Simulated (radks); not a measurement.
Results of a calculation; reference values are marked as such.
Task: Pt4+, configuration [Xe] 4f14 5d6. Code: a radial shooting solver on a logarithmic mesh with Libxc functionals. Model: Dirac Kohn-Sham, Slater X-alpha with alpha = 0.755, spin-unpolarised, spherical densities, finite nucleus; open shells fill j = l - 1/2 first; Fermi nuclear charge, rms radius 5.427 fm. Some entries of the table are withheld. Estimate them.

orbital  occ.  eigenvalue (hartree)  r(max) (bohr)  <r^2> (bohr^2)
1s1/2       2             -2879.900        0.01062       0.0004064
2s1/2       2             -507.7311        0.06143        0.006142
2p1/2       2             -487.2023            (1)        0.004349
2p3/2       4             -423.5358            (2)        0.005538
3s1/2       2                   (3)         0.1728         0.03991
3p1/2       2             -111.5234         0.1613         0.03639
3p3/2       4             -97.51435         0.1761         0.04283
3d3/2       4             -81.87001         0.1371         0.03288
3d5/2       6             -78.84306         0.1412         0.03464
4s1/2       2             -27.48240         0.3899          0.1942
4p1/2       2             -23.51561         0.3881          0.1982
4p3/2       4             -20.16686         0.4188          0.2314
4d3/2       4             -13.62930         0.4120          0.2454
4d5/2       6             -13.00465         0.4216          0.2573
5s1/2       2              -5.63304         0.8655          0.9972
4f5/2       6              -4.62631         0.3807          0.3139
4f7/2       8              -4.49699         0.3853          0.3228
5p1/2       2              -4.34361         0.9144           1.164
5p3/2       4              -3.76474         0.9927           1.380
5d3/2       4              -1.99092          1.184           2.244
5d5/2       2              -1.92361          1.216           2.367

Result: 
(1) 2p1/2 r(max) (bohr): 0.04528
(2) 2p3/2 r(max) (bohr): 0.05255
(3) 3s1/2 eigenvalue (hartree): -120.8305
